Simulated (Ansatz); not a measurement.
Z-matrix (Å, degrees):
```
C
F 1 1.327
C 1 1.514 2 109.7
F 1 1.327 2 109.4 3 120.4
F 1 1.338 2 108.1 3 -122.0
F 3 1.312 1 114.4 2 174.4
F 3 1.312 1 114.4 2 -54.2
```

The species carries charge 0 and has multiplicity 2.

(1) List the PBE/def2-TZVPP orbital energies in eV (the Gaussian-basis code of Ansatz). (Best estimate.)

Results:

(1) Ansatz gave: α occupied: -662.03, -662.03, -661.60, -661.60, -661.54, -276.22, -274.28, -33.95, -33.25, -31.84, -31.42, -31.36, -19.83, -17.22, -15.78, -15.62, -15.41, -14.78, -13.64, -12.23, -11.82, -11.74, -11.58, -11.16, -10.77, -10.57, -10.17, -9.98, -5.96. α empty: 0.80, 0.90, 2.34, 3.53, 4.27, 4.47, 4.53, 4.85. β occupied: -661.94, -661.94, -661.60, -661.60, -661.51, -276.20, -273.92, -33.89, -33.07, -31.70, -31.38, -31.32, -19.50, -17.05, -15.64, -15.55, -15.29, -14.66, -12.98, -12.16, -11.79, -11.71, -11.32, -11.04, -10.73, -10.54, -10.15, -9.77. β empty: -3.80, 1.03, 1.23, 2.46, 3.92, 4.65, 4.73, 4.88. ⟨S²⟩ = 0.752.
